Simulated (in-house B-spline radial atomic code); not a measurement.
Settings and results of a run for Sn IV (Sn3+) (with a hole in an inner shell). Computed with an all-electron radial atomic-structure program (B-spline basis): Dirac-Hartree-Fock, average of the jj configuration, Fermi nucleus of rms radius 4.6519 fm.

In the input, a minus or plus after the letter marks the j = l - 1/2 or j = l + 1/2 subshell.

Command:
```bash
python run_scf.py task.json out
```
Settings (nuclear radius in fm, mass in u):
```
Z                50
configuration    1s2 2s2 2p-2 2p+3 3s2 3p6 3d10 4s2 4p6 4d10 5s2
hamiltonian      dirac
method           hf
spin_polarised   False
nucleus          fermi
rms_radius       4.6519
atomic_mass      119.9022
speed_of_light   137.035999084
```

Output (hartree, bohr):
```
 radial grid: 73 intervals, B-splines of order 8, outer radius 39.1892 bohr

 iter        energy (Eh)    residual
    1       -6010.291700    7.32e-01
    2       -6023.392253    4.98e-01
    3       -6029.250152    1.27e-01
    4       -6029.690022    4.45e-02
    5       -6029.719123    1.61e-02
    6       -6029.726519    2.29e-03
    7       -6029.726619    6.55e-04
    8       -6029.726629    7.94e-05
    9       -6029.726630    3.42e-06
   10       -6029.726630    3.26e-07

 total energy                     -6029.72663
 kinetic                            6357.6837
 electron-nucleus                 -14570.8217
 electron-electron                  2183.4114

 first-order corrections (not in the total)
   Gaunt                             4.6321
   retardation                      -0.4573
   frequency dependence             -0.0346
   self-energy                       3.3358
   Uehling                          -0.4362
   Wichmann-Kroll                    0.0090
   recoil                            0.0194

 orbital      occ     eigenvalue          <r>       <r^2>       <1/r>       <r^4>       r_max    small
 1s1/2      2.000     -1087.4740    0.0290286  0.00114048      53.109 3.39396e-06     0.01877  3.38e-02
 2s1/2      2.000      -171.2759     0.124238   0.0182569     12.4074 0.000575524      0.1057  7.25e-03
 2p1/2      2.000      -160.8441     0.105056   0.0135574     12.3635 0.000369892      0.0814  7.24e-03
 2p3/2      3.000      -152.2815     0.111075   0.0150832     11.4713 0.000465469     0.08601  6.87e-03
 3s1/2      2.000       -36.1793     0.332631    0.126588     4.44711    0.024416      0.3033  2.16e-03
 3p1/2      2.000       -31.6180     0.322761    0.121026     4.35512   0.0234017      0.2893  2.10e-03
 3p3/2      4.000       -29.8887     0.333076    0.128963     4.18583   0.0265531      0.2999  2.05e-03
 3d3/2      4.000       -21.9135     0.302593    0.108396     4.01077   0.0214894      0.2431  1.90e-03
 3d5/2      6.000       -21.4953     0.306585    0.111124     3.94836   0.0225069      0.2465  1.87e-03
 4s1/2      2.000        -7.4389     0.801191    0.724572     1.73088     0.77488      0.7311  5.68e-04
 4p1/2      2.000        -5.7821      0.84266    0.808937     1.61988     1.00332      0.7538  5.10e-04
 4p3/2      4.000        -5.4593     0.869327    0.860983     1.56135     1.13736      0.7769  4.91e-04
 4d3/2      4.000        -2.7526      1.00439     1.17953     1.31142     2.38672      0.8398  3.62e-04
 4d5/2      6.000        -2.6955      1.01854     1.21305     1.29089     2.52595      0.8505  3.53e-04
 5s1/2      2.000        -1.5225      2.09189     4.89826    0.613541     35.0846       1.866  9.46e-05
```

Run time, properties included: 0.74 s on 1 thread of Intel(R) Xeon(R) 6975P-C, with other jobs on the host.

For the Dirac Hamiltonian the kinetic term is c α·p + (β - 1)c².
